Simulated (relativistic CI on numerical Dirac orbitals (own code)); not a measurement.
Method of calculation: Dirac-Coulomb-Breit CI, KLI orbitals optimised for each configuration, QED by a radiative potential, unscaled Slater integrals (own radial code, finite nucleus).

The strongest absorption lines from the ground level of an ion, among the configurations computed and to levels below about 1240 eV (vacuum wavelength in Å, gf): 10.374 (0.11), 36.744 (1.7), 37.535 (0.52), 41.452 (0.72), 46.217 (0.1), 48.860 (0.3), 50.611 (0.97), 52.083 (0.37).

**Question.** Which ion is it?
A. Ce⁴¹⁺
B. Ce³⁹⁺
C. Gd⁴⁵⁺
D. Te³³⁺

**Answer.** B. Ce³⁹⁺ has 19 electrons and the ground level 3s2 3p6 3d 2D_3/2; the strongest line goes to 3s2 3p5 3d2 2D°_3/2. The pattern of lines fixes the number of electrons, and along that sequence the line energies rise steadily with the charge (about as its square where n changes within one kind of shell, about linearly where n is kept but much faster in heavy ions where fine structure, which grows about as Z⁴, sets the gap, and irregularly where shells cross), which fixes Z. Configurations outside the model, such as inner-shell arrays, can give stronger lines. At this charge energies of transitions that change n are usually good to better than 1 %, and those within a shell (Δn = 0) to a few per cent.

LS names give the leading component of a level, which can be under half, so a name can repeat, a term be missing and a line seem to break the LS rules.
